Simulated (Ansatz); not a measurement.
Consider the ligand exchange at the Si–C bond: `C#C[SiH2]N` + `N[Si](O)(F)F` → `N[SiH2]O[Si](N)(F)F` + acetylene.

Computed with Ansatz on PBE0-D4/def2-TZVP structures; ΔE is electronic, products minus reactants. CCSD(T)/CBS adds triple-zeta CCSD(T) − MP2 to the extrapolated MP2 energy (def2 sets, frozen cores). This one scheme is used for every species. DFT in def2-TZVPP. Each species was taken in one conformer, which may not be the lowest.

`C#C[SiH2]N`:

Cartesian coordinates in Å:
```
C -0.086 -2.381 -0.431
C -0.280 -1.196 -0.303
Si -0.553 0.608 -0.101
N 0.775 1.484 0.533
H 0.082 -3.427 -0.545
H -1.697 0.769 0.828
H -0.865 1.150 -1.445
H 1.594 1.626 -0.036
H 1.030 1.368 1.501
```

`N[Si](O)(F)F`:

Z-matrix (Å, degrees):
```
Si
O 1 1.619
F 1 1.581 2 104.1
N 1 1.686 2 112.4 3 125.7
F 1 1.584 2 112.9 3 -114.3
H 2 0.958 1 117.2 3 -175.6
H 4 1.006 1 121.2 2 -53.5
H 4 1.006 1 120.5 2 156.7
```

`N[SiH2]O[Si](N)(F)F`:

Z-matrix (Å, degrees):
```
Si
O 1 1.638
N 1 1.717 2 112.0
H 1 1.481 2 106.7 3 119.7
H 1 1.481 2 107.6 3 -119.1
Si 2 1.608 1 144.3 3 6.7
H 3 1.007 1 120.3 2 -109.7
H 3 1.007 1 120.7 2 103.4
N 6 1.676 2 109.7 1 -2.7
F 6 1.584 2 109.5 1 121.0
F 6 1.584 2 109.1 1 -126.7
H 9 1.003 6 125.7 2 -179.4
H 9 1.008 6 119.2 2 -3.3
```

`C#C`:

```xyz
4

C     0.138    0.208   -0.544
C    -0.138   -0.208    0.544
H     0.382    0.577   -1.512
H    -0.382   -0.577    1.512
```

```
             level  ΔE (kJ/mol)
           PBE0-D4        -80.1
    MP2/def2-TZVPP        -83.1
CCSD(T)/def2-TZVPP        -84.7
    CCSD/CBS(def2)        -88.9
```

Question: What does CCSD(T)/CBS give? (Estimate.)

Answer: Computed: -86.9 kJ/mol. The listed levels differ from it by 6.8, 3.8, 2.2, -2.0 kJ/mol.

Largest T1 diagnostic among the species: 0.013.

From PBE to PBE0 (25 % exact exchange), in def2-TZVPP and without D4, ΔE moves by −6.1 kJ/mol. In def2-TZVPP, CCSD(T) changes the Hartree–Fock value by +8.6 kJ/mol (the triples alone add +2.0 kJ/mol) and MP2 by +10.2 kJ/mol. The D4 term adds −8.7 kJ/mol with B3LYP and −5.1 kJ/mol with PBE0; it sums over pairs of atoms, weighted by their polarisabilities, and B3LYP, whose exchange is more repulsive, gets the larger term.

B3LYP here is the variant with VWN-RPA as its local correlation; programs differ in this.
